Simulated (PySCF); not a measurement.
C6H10O, SMILES C1CCCC(C1)=O (connectivity only; charge and spin as stated), charge +1, multiplicity 2.

Geometry: B3LYP-D3(BJ)/def2-SVP. The multiplicity is an assumed one; other spin states were not compared. The values are those of a single conformer.

Level of theory: TDA-PBE0/def2-SVPD run with PySCF.

Vertical excitations. Gas-phase values at a fixed geometry.

Computed lowest excited states:
| state | energy (eV) | λ (nm) | f | main pairs |
|---|---|---|---|---|
| root 1 | 2.17 | 572 | 0.004 | β HOMO→LUMO 98 % |
| root 2 | 2.28 | 543 | 0.004 | β HOMO−2→LUMO 97 % |
| root 3 | 2.45 | 507 | 0.036 | β HOMO−1→LUMO 92 % |
| root 4 | 3.19 | 389 | 0.023 | β HOMO−3→LUMO 92 % |
| root 5 | 3.58 | 346 | 0.001 | β HOMO−5→LUMO 61 %, β HOMO−6→LUMO 23 % |
| root 6 | 4.09 | 303 | 0.032 | β HOMO−4→LUMO 94 % |
Unrestricted roots are not spin-pure.
